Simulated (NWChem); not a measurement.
System: GaSiH₅; SMILES [SiH3][GaH2]

Input file for NWChem:

```
start job
memory heap 200 mb stack 900 mb global 1100 mb
geometry units angstroms noautoz
  Ga     0.008407     0.862129    -0.004026
  H     -1.354636     1.651149     0.015864
  H      1.347801     1.689308     0.020376
  Si     0.014281    -1.554327    -0.026960
  H     -0.275364    -2.052947     1.358170
  H      1.327965    -2.132339    -0.451174
  H     -1.049641    -2.100337    -0.928723
end
basis spherical
  * library aug-cc-pvdz
end
dft
  xc xpbe96 cpbe96
  iterations 150
end
tddft
  nroots 6
  notriplet
end
task tddft energy
```

The geometry was optimised at PBE0/def2-SVP.

Vertical excitations in the gas phase.

**Question.** What results follow from this input? (PBE/aug-cc-pVDZ, full TDDFT.) Quantities: lowest excitation, singlet (eV); oscillator strength of that lowest state; orbital gap (eV).

**Answer.** 
- lowest excitation, singlet (eV): 3.87
- oscillator strength of that lowest state: 0.001
- orbital gap (eV): 3.64
